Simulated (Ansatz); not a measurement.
SiTe₂. Charge 0, multiplicity 1. Geometry r2SCAN-D4/def2-TZVP.

```xyz
3

Si    0.9340   -0.4056    0.9238
Te   -1.4632   -0.4718    0.2491
Te    0.5292    0.8775   -1.1729
```

In the def2 sets Te takes a core potential; there is no spin–orbit coupling. The structure comes from a short search, and lower isomers may exist.

**Question.** Estimate the orbital energies around the gap (eV) in Ansatz with LDA (SPW92)/def2-TZVP, PBE-D4/def2-SVP, PBE-D4/def2-TZVPD, BHLYP-D4/def2-TZVP, CAM-B3LYP-D4/def2-TZVP.

**Answer.** 
| orbital | LDA (SPW92)/def2-TZVP | PBE-D4/def2-SVP | PBE-D4/def2-TZVPD | BHLYP-D4/def2-TZVP | CAM-B3LYP-D4/def2-TZVP |
| --- | --- | --- | --- | --- | --- |
| HOMO−9 | -40.74 | -40.76 | -40.82 | -47.07 | -45.27 |
| HOMO−8 | -40.73 | -40.75 | -40.81 | -47.06 | -45.26 |
| HOMO−7 | -17.33 | -17.23 | -17.11 | -20.80 | -20.80 |
| HOMO−6 | -14.72 | -14.47 | -14.46 | -17.47 | -17.64 |
| HOMO−5 | -11.29 | -11.16 | -11.14 | -13.84 | -14.09 |
| HOMO−4 | -8.15 | -8.04 | -8.00 | -9.62 | -9.93 |
| HOMO−3 | -7.23 | -7.06 | -7.09 | -8.96 | -9.31 |
| HOMO−2 | -6.99 | -6.89 | -6.85 | -8.59 | -8.90 |
| HOMO−1 | -6.35 | -6.21 | -6.23 | -7.89 | -8.23 |
| HOMO | -5.14 | -4.93 | -5.01 | -6.61 | -6.97 |
| LUMO | -3.66 | -3.47 | -3.52 | -1.98 | -1.80 |
| LUMO+1 | -3.57 | -3.36 | -3.38 | -1.81 | -1.66 |
| LUMO+2 | -1.69 | -1.41 | -1.58 | 0.01 | 0.15 |
| LUMO+3 | -1.33 | -0.90 | -1.28 | 0.32 | 0.46 |
| LUMO+4 | 1.55 | 3.10 | -0.12 | 3.29 | 3.47 |
| LUMO+5 | 2.17 | 4.93 | 0.30 | 3.85 | 4.04 |
